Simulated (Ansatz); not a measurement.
Input for Ansatz (development build ahead of 0.2.0):

```yaml
crystal:
  periodic: [false, false, false]
  atoms:
    - { symbol: Cr, position_ang: [0.0, 0.0, 0.0] }
    - { symbol: Ti, position_ang: [0.0, 0.0, 4.902] }
basis:
  gaussian: { orbitals: pcseg-2 }
magnetization:
  initial_magnetization: 2
hamiltonian:
  xc: pbe0
```

The input is written out in the form of the current development build from the run's settings.

Output:

| Item | Value |
| --- | --- |
| Converged | yes |
| Total energy | -1893.20735 hartree |
| Spin squared of the determinant | 2.000 |
| Stability test | minimum among restricted orbitals |

Caution: stretched shape with no unrestricted run beside it, a lower state can exist; another spin multiplicity may lie lower.
